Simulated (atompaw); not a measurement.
## Which change was made? (Se, PAW (atompaw))

atompaw 4.2.0.5 input, output lines left out:

```
Se 34
GGA-PBE scalarrelativistic loggrid 1500 logderivrange -3 5 201
4 4 3 0 0 0
4 1 3.75
0 0 0
c
c
c
v
c
c
v
c
1
1.50 1.45 1.45 1.15
y
3.6
n
y
2.15
n
custom rrkj vanderbiltortho besselshape
bessel
1.50
1.50
1.50
1.50
```

Cutoffs, loose and tight: the cutoffs (Ry, on a coarse ladder) from which the occupation-weighted sum of valence levels, in a spherical-Bessel basis at the reference potential, stays within 10 and 1 mRy of its value at 400 Ry. They see the waves, projectors and local potential, not the compensation charge or the core.

The base gives: outcome: generated; cutoff, loose: 18 Ry; cutoff, tight: 35 Ry; bound ghosts: none.

After one change the result is: outcome: generated; cutoff, loose: 25 Ry; cutoff, tight: 45 Ry; bound ghosts: none. Which change was it?
A. augmentation besselshape compensation charge, radius 1.45 bohr; PAW radius 1.50 bohr; waves and projectors: custom polynom gramschmidtortho
B. local potential troulliermartins scheme with l = 2 at 0 Ry, radius 1.45 bohr
C. all radii scaled by about 1.13 (s 1.70, p 1.70 bohr); local potential bessel scheme, radius 1.64 bohr; augmentation besselshape compensation charge, radius 1.64 bohr; PAW radius 1.70 bohr; waves and projectors: custom rrkj vanderbiltortho; core correction smooth core density matched at 1.30 bohr

A. The others give: all radii scaled by about 1.13 (s 1.70, p 1.70 bohr); local potential bessel scheme, radius 1.64 bohr; augmentation besselshape compensation charge, radius 1.64 bohr; PAW radius 1.70 bohr; waves and projectors: custom rrkj vanderbiltortho; core correction smooth core density matched at 1.30 bohr → outcome: generated; cutoff, loose: 12 Ry; cutoff, tight: 25 Ry; bound ghosts: none | local potential troulliermartins scheme with l = 2 at 0 Ry, radius 1.45 bohr → outcome: generated; cutoff, loose: 25 Ry; cutoff, tight: 40 Ry; bound ghosts: s, p.
